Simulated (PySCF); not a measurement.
CH₇Si₂, SMILES [SiH3][CH][SiH3], multiplicity 2.

Geometry optimised at ωB97X-D3(BJ)/def2-SVP. The isomer is the one that the SMILES or the coordinates give; other isomers of the formula were not compared.

Method: PBE/def2-TZVPD (PySCF).

The molecule is in vacuum.

The total energy comes out as -620.89322 hartree and the point group is C2v. The α spin, highest occupied and lowest empty level is -5.83 and -0.73 eV and the β spin, highest occupied and lowest empty level is -7.68 and -4.10 eV. The dipole moment is 0.117 e·Å, the quadrupole, principal values (traceless, Buckingham form, about the centre of nuclear charge) is -1.23, -0.66, 1.89 D·Å and the mean static polarisability comes out as 75.4 bohr³ (11.17 Å³). The polarisability, principal values is 64.0, 66.3, 95.7 bohr³ and the ⟨S²⟩ is 0.754 (pure state 0.75).
